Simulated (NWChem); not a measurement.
System: C3H3NS; SMILES s1cncc1

```xyz
8

C     -0.6906    -1.2356     0.0000
C     -1.2174     0.0280     0.0000
S      0.0541     1.1803     0.0000
C      1.1933    -0.1222     0.0000
N      0.6716    -1.3091     0.0000
H     -1.2828    -2.1527     0.0000
H     -2.2634     0.3299     0.0000
H      2.2673     0.0795     0.0000
```
Atoms are numbered in this order, from 1.

Program: NWChem. Pople sets run with spherical d functions. Structure relaxed at the PBE0/def2-SVP level.

Task: Among these, which level gives the highest value of “orbital gap (eV)”?
A. PBE0/6-311G**
B. PBE0/6-311++G**
C. PBE0/STO-3G
D. PBE0/6-31+G*

Result: C, PBE0/STO-3G. Values: PBE0/6-311++G** 6.46; PBE0/6-31+G* 6.48; PBE0/6-311G** 6.55; PBE0/STO-3G 7.33
